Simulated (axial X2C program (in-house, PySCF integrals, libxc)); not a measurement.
# Low determinants of SnN⁻ at the PBE0 level, scalar-relativistic

All values were computed with an in-house relativistic program for diatomic molecules. Spin-free means the one-electron spin-free X2C Hamiltonian. Basis: Sn dyall-acv3z [12s13p10d5f1g], N dyall-av3z [7s7p3d2f] (cores contracted in-house); Gaussian nuclei, density fitting, unrestricted open shells. Masses: Sn 119.902 u, N 14.003 u.

Search at 1.900 Å (vertical energies from the lowest determinant):

```csv
ΔE (eV),state,electrons beyond evenly filled partner blocks,"electrons in σ, π, δ, φ"
0.00,"M_S = 0, Λ = 0",closed shell,26 24 8 0
1.73,"M_S = 1, Λ = 0","π+α, π+β, 2 × π-α",26 24 8 0
1.73,"M_S = 1, Λ = 2","2 × π+α, π+β, π-α",26 24 8 0
1.85,"M_S = 1, Λ = 1","σα, π+α",25 25 8 0
2.05,"M_S = 0, Λ = 1","σα, π+β",25 25 8 0
2.08,"M_S = 0, Λ = 2","π+α, 2 × π+β, π-α",26 24 8 0
2.72,"M_S = 1, Λ = 1","σα, π+α, π+β, π-α",27 23 8 0
```

Lowest determinant, M_S = 0, Λ = 0 (closed shell): Re = 1.870 Å, ωe = 843.4 cm⁻¹.

The determinant in row 2 of the search, M_S = 1, Λ = 0 (beyond evenly filled blocks: π+α, π+β, 2 × π-α), was followed along the bond at PBE0; measured from the minimum of the lowest determinant it gives:

Te = 1.581 eV (12750 cm⁻¹), Re = 2.025 Å, ωe = 590.0 cm⁻¹.

Task: Compare the bond of the determinant in row 2 with that of the lowest one.

Result: At PBE0 its Re is 0.155 Å longer and its force constant, which goes as ωe², is 0.49 times that of the lowest determinant. This determinant mixes spin states, so it has no term energy of its own.

The search compares states at one distance, so a state with another bond length can lie lower; it is not exhaustive and yields mostly the lowest determinant of each block pattern, so other components and higher states of one pattern are missing. These are energies of single determinants, not of spin-adapted states; PBE0 term energies can be off by some tenths of an eV, and the functional has no current term. For an anion, determinants above electron detachment are held by the basis set. Row 2 is spin-contaminated (⟨S²⟩ = 2.14 against 2.00), so its values are not those of a pure state. Row 2 has a positive highest level at its minimum.
